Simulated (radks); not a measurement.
The iodine ion I37+, configuration [Ne] 3s2 3p4. Method: non-relativistic Kohn-Sham, LB94 model potential, spin-polarised, spherical densities, point nucleus; open shells are filled with parallel spins first (spin-orbit coupling, left out, can overturn this in heavy ions); relativity is left out, which matters for an element this heavy; computed with a radial shooting solver on a logarithmic mesh with Libxc functionals.

Normalised radial functions P(r) = r R(r), r in bohr:

r         2s down   2p up  3s down
0.001179   0.2773  0.0049   0.1379
0.001475   0.3415  0.0076   0.1698
0.001831   0.4157  0.0116   0.2067
0.00229    0.5072  0.0180   0.2522
0.002842   0.6108  0.0273   0.3037
0.003528   0.7299  0.0414   0.3628
0.004413   0.8690  0.0632   0.4318
0.005477   1.0154  0.0947   0.5042
0.006853   1.1733  0.1430   0.5820
0.008505   1.3204  0.2109   0.6538
0.01056    1.4452  0.3078   0.7137
0.01321    1.5249  0.4496   0.7494
0.01639    1.5201  0.6374   0.7407
0.0205     1.3881  0.8965   0.6648
0.02545    1.0969  1.2154   0.5058
0.03158    0.6143  1.5992   0.2475
0.03951   -0.0914  2.0445  -0.1227
0.04904   -0.9239  2.4746  -0.5442
0.06135   -1.8290  2.8451  -0.9653
0.07614   -2.5715  3.0378  -1.2301
0.0945    -2.9986  2.9845  -1.2099
0.1182    -2.9688  2.6293  -0.7723
0.1467    -2.4884  2.0446   0.0375
0.1836    -1.7069  1.3339   1.0594
0.2278    -0.9544  0.7262   1.8536
0.2828    -0.4141  0.3122   2.1305
0.3538    -0.1259  0.0955   1.7937
0.4391    -0.0272  0.0211   1.1269
0.5493    -0.0034  0.0027   0.4924
0.6817    -0.0003  0.0002   0.1496
0.8461    0.0000  0.0000   0.0285

2s down: eigenvalue -6868.7 eV, 1 radial node at r = 0.0385 bohr, <r> = 0.122 bohr, 90 % of the charge inside 0.186 bohr. 2p up: eigenvalue -6607.5 eV, 0 radial nodes, <r> = 0.103 bohr, 90 % of the charge inside 0.167 bohr. 3s down: eigenvalue -2666.9 eV, 2 radial nodes at r = 0.0369, 0.145 bohr, <r> = 0.295 bohr, 90 % of the charge inside 0.428 bohr.
